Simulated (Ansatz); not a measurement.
`CN(C=N)C=O` + `[NH2][SbH2]` → `O=C[NH][SbH2]` + `CNC=N`  (substitution at a C–N bond)

Program: Ansatz. Geometries: PBE0-D4/def2-TZVP. ΔE: electronic, gas phase. CCSD(T)/CBS adds triple-zeta CCSD(T) − MP2 to the extrapolated MP2 energy (def2 sets, frozen cores). Elements past krypton have def2 core potentials. For Sb outer-core shells are correlated without core-valence functions, which leaves a few kJ/mol of doubt a bond. Each species was taken in one conformer, which may not be the lowest.

```csv
species,CCSD(T)/CBS(def2) energy (Eh)
`CN(C=N)C=O`,-302.32836
`[NH2][SbH2]`,-297.10356
`O=C[NH][SbH2]`,-410.33905
`CNC=N`,-189.09808
```

Task: Work out ΔE.

Result: ΔE = (-410.33905) + (-189.09808) − (-302.32836) − (-297.10356) = -0.00521 Eh = -13.7 kJ/mol.

Largest T1 diagnostic among the species: 0.017.

In def2-TZVPP, CCSD(T) changes the Hartree–Fock value by +5.6 kJ/mol (the triples alone add +0.7 kJ/mol) and MP2 by +5.2 kJ/mol.
